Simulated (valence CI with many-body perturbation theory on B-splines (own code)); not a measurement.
**E1 line list for Sc6+**

Level of theory: relativistic CI+MBPT: five valence electrons over a frozen Dirac-Fock core [Ne], a basis of 11 s, 11 p, 10 d, 8 f, 5 g, 2 h functions for each j, with the one-electron correlation potential Σ1 (screened to all orders), the two-electron term Σ2, the three-electron term Σ3, Breit, model QED; selected single and double excitations, second order for the rest, scaled by the run's own slope (own B-spline code, finite nucleus).

Set against measurement, 7 paired levels are off by 114 cm⁻¹ on average, the worst by 199. These come from a selection out of Sugar and Corliss, J. Phys. Chem. Ref. Data 9, 473 (1980). Levels without a partner in it may be off by more. Among the levels kept, up to 3200 cm⁻¹ of a level comes from second order outside the variational space, and about a tenth of that is noise between levels of different J, which matters for small intervals.

Lines 101 to 150 of 560 in falling wavelength, among levels below 645410 cm⁻¹, chosen from the strongest by gf and those to the six lowest levels. Wavelengths and rates use the calculated energies, so an error of 100 cm⁻¹ moves a line at 469.5 Å by 0.047 % and its rate by three times that or more. Electric multipoles are in the length gauge, E1 and E2 with the static RPA response of the core. Weak lines are less certain than strong ones. Lines between different terms over intervals too small for the method are left out, as are lines whose strength nearly cancels. Where a level lies close to another of its J and parity, the split of strength between their lines is uncertain. The highest levels of a list are the least certain.

Names give the largest LS component (configuration and term), which can be under half, so a name can repeat, a term be missing and a line seem to break the LS rules; names also repeat where a configuration has a term twice. Letters in brackets count levels of one name in rising energy.

```csv
λ vac (Å),Upper,Lower,A (s⁻¹),S (a.u.)
469.5,3s 3p3 3d 4D°_7/2 [b],3s2 3p2 3d 4F_9/2,9.34e+08,3.82e-01
468.6,3s 3p3 3d 4D°_5/2 [b],3s2 3p2 3d 4F_7/2,7.60e+08,2.32e-01
466.2,3s 3p3 3d 2F°_7/2 [b],3s2 3p2 3d 2G_7/2,1.67e+09,6.67e-01
465.8,3s 3p3 3d 2D°_5/2 [d],3s2 3p2 3d 2D_5/2 [b],1.53e+09,4.58e-01
464.6,3s 3p3 3d 2F°_7/2 [a],3s2 3p2 3d 2F_7/2 [a],6.57e+08,2.60e-01
464.0,3s 3p3 3d 4F°_9/2 [b],3s2 3p2 3d 4F_9/2,1.17e+09,5.76e-01
460.2,3s 3p3 3d 2F°_7/2 [c],3s2 3p2 3d 2D_5/2 [a],9.74e+08,3.75e-01
460.0,3s 3p3 3d 4D°_3/2 [d],3s2 3p2 3d 4P_1/2,9.77e+08,1.88e-01
458.7,3s 3p3 3d 4F°_7/2 [b],3s2 3p2 3d 4F_7/2,9.03e+08,3.44e-01
458.6,3s 3p3 3d 4D°_1/2 [d],3s2 3p2 3d 4P_1/2,3.38e+09,3.22e-01
458.3,3s 3p3 3d 4D°_3/2 [d],3s2 3p2 3d 4P_3/2,1.11e+09,2.11e-01
458.1,3s 3p3 3d 4D°_5/2 [d],3s2 3p2 3d 4P_3/2,2.55e+09,7.25e-01
456.3,3s 3p3 3d 2P°_1/2 [c],3s2 3p2 3d 2D_3/2 [c],3.01e+09,2.82e-01
455.7,3s 3p3 3d 2F°_7/2 [a],3s2 3p2 3d 4D_7/2,6.92e+08,2.59e-01
455.6,3s 3p3 3d 4D°_3/2 [e],3s2 3p2 3d 4P_3/2,1.22e+09,2.27e-01
455.5,3s 3p3 3d 2F°_5/2 [c],3s2 3p2 3d 2D_3/2 [a],1.10e+09,3.08e-01
455.1,3s 3p3 3d 4D°_7/2 [d],3s2 3p2 3d 4P_5/2,4.07e+09,1.52e+00
455.1,3s 3p3 3d 4D°_5/2 [d],3s2 3p2 3d 4P_5/2,1.22e+09,3.39e-01
454.6,3s 3p3 3d 4F°_5/2 [b],3s2 3p2 3d 4F_5/2,7.67e+08,2.13e-01
454.6,3s 3p3 3d 2P°_3/2 [c],3s2 3p2 3d 2D_5/2 [c],2.46e+09,4.56e-01
454.4,3s2 3p2 3d 2P_3/2 [a],3s2 3p3 2D°_5/2,3.06e+09,5.67e-01
453.3,3s 3p3 3d 2F°_5/2 [a],3s2 3p2 3d 2F_5/2 [a],1.22e+09,3.37e-01
453.0,3s2 3p2 3d 2P_3/2 [a],3s2 3p3 2D°_3/2,3.54e+08,6.51e-02
451.8,3s 3p3 3d 4F°_3/2 [b],3s2 3p2 3d 4F_3/2,8.88e+08,1.62e-01
447.8,3s2 3p2 3d 2P_1/2 [a],3s2 3p3 2D°_3/2,3.23e+09,2.86e-01
447.2,3s2 3p 3d2 2P°_3/2,3s2 3p2 3d 2D_5/2 [b],2.65e+09,4.68e-01
442.5,3s2 3p 3d2 2P°_1/2,3s2 3p2 3d 2D_3/2 [b],3.22e+09,2.75e-01
439.9,3s 3p3 3d 2D°_5/2 [b],3s2 3p2 3d 2F_7/2 [a],7.56e+08,1.91e-01
435.1,3s 3p3 3d 2D°_5/2 [d],3s2 3p2 3d 2D_5/2 [a],6.22e+08,1.52e-01
435.1,3s2 3p 3d2 2F°_5/2,3s2 3p2 3d 2F_5/2 [b],1.22e+09,2.97e-01
432.0,3s2 3p 3d2 2F°_7/2,3s2 3p2 3d 2F_7/2 [b],1.90e+09,6.06e-01
431.9,3s 3p3 3d 2D°_5/2 [b],3s2 3p2 3d 4D_7/2,8.08e+08,1.93e-01
429.5,3s2 3p2 4p 2D°_3/2 [a],3s2 3p2 3d 2F_5/2 [b],1.28e+09,2.00e-01
429.0,3p5 2P°_3/2,3s 3p4 4P_5/2,8.72e+06,1.36e-03
428.0,3s 3p3 3d 2D°_3/2 [b],3s2 3p2 3d 2F_5/2 [a],1.01e+09,1.56e-01
425.7,3s 3p3 3d 2P°_3/2 [b],3s2 3p2 3d 2P_3/2 [b],1.34e+09,2.03e-01
425.2,3s2 3p2 4p 2D°_5/2 [a],3s2 3p2 3d 2F_7/2 [b],1.15e+09,2.62e-01
423.9,3s 3p3 3d 2P°_3/2 [c],3s2 3p2 3d 2S_1/2,1.58e+09,2.38e-01
423.5,3s 3p3 3d 2P°_1/2 [c],3s2 3p2 3d 2S_1/2,3.58e+09,2.69e-01
422.9,3s 3p3 3d 2F°_7/2 [d],3s2 3p2 3d 2D_5/2 [a],3.89e+09,1.16e+00
420.8,3s 3p3 3d 2P°_3/2 [c],3s2 3p2 3d 2P_3/2 [c],2.91e+09,4.28e-01
420.2,3s 3p3 3d 2G°_7/2 [b],3s2 3p2 3d 2F_7/2 [a],1.27e+09,3.72e-01
418.8,3s2 3p 3d2 2P°_3/2,3s2 3p2 3d 2D_5/2 [a],1.68e+09,2.44e-01
417.4,3s 3p3 3d 2P°_3/2 [c],3s2 3p2 3d 2P_1/2 [c],1.67e+09,2.40e-01
417.3,3s 3p3 3d 2G°_9/2 [b],3s2 3p2 3d 2F_7/2 [a],2.46e+09,8.82e-01
416.7,3s 3p3 3d 2F°_5/2 [d],3s2 3p2 3d 2D_3/2 [a],3.20e+09,6.87e-01
414.8,3s 3p3 3d 2F°_7/2 [b],3s2 3p2 3d 2F_7/2 [a],6.78e+08,1.91e-01
414.0,3s 3p3 3d 4D°_7/2 [c],3s2 3p2 3d 4F_9/2,1.53e+09,4.28e-01
412.9,3s 3p3 3d 2F°_5/2 [b],3s2 3p2 3d 4D_5/2,6.79e+08,1.42e-01
412.9,3s 3p3 3d 2G°_7/2 [b],3s2 3p2 3d 4D_7/2,1.26e+09,3.51e-01
```
